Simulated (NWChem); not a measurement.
# AlHBrF; SMILES [F][AlH][Br]

```xyz
4

Al    -0.5292    -1.1076     0.0007
H     -2.0412    -1.5163     0.0044
F      0.6346    -2.2903    -0.0003
Br     0.1531     1.0238    -0.0004
```
Atoms are numbered in this order, from 1.

All runs: NWChem. Pople sets run with spherical d functions. All runs use the structure optimised with PBE0/def2-SVP. B3LYP is NWChem's, with the RPA form of VWN correlation. GIAO values for the isolated, static molecule; σ is the absolute isotropic shielding, δ = σ(reference) − σ with the isolated reference molecule computed at the same levels (19F: trichlorofluoromethane, 1H: tetramethylsilane). Spin-orbit effects, on the heavy nuclei and on their neighbours, are missing.

```json
[
 {"level": "Hartree-Fock/6-31G*", "σ Al1 (ppm)": "502.6", "δ H2 (ppm)": "5.33", "δ F3 (ppm)": "-78.3", "σ Br4 (ppm)": "2839.6", "relative time": "2"},
 {"level": "B3LYP/6-31G*", "σ Al1 (ppm)": "463.3", "δ H2 (ppm)": "5.36", "δ F3 (ppm)": "-90.0", "σ Br4 (ppm)": "2676.9", "relative time": "2"},
 {"level": "PBE/pcSseg-1", "σ Al1 (ppm)": "394.9", "δ H2 (ppm)": "4.91", "δ F3 (ppm)": "-121.7", "σ Br4 (ppm)": "2531.0", "relative time": "1"},
 {"level": "PBE0/pcSseg-2", "σ Al1 (ppm)": "408.8", "δ H2 (ppm)": "4.93", "δ F3 (ppm)": "-133.3", "σ Br4 (ppm)": "2615.8", "relative time": "8"},
 {"level": "KT2/pcSseg-1", "σ Al1 (ppm)": "411.0", "δ H2 (ppm)": "4.93", "δ F3 (ppm)": "-127.9", "σ Br4 (ppm)": "2542.7", "relative time": "1"}
]
```

The last column is a rough cost ratio, cheapest run = 1.
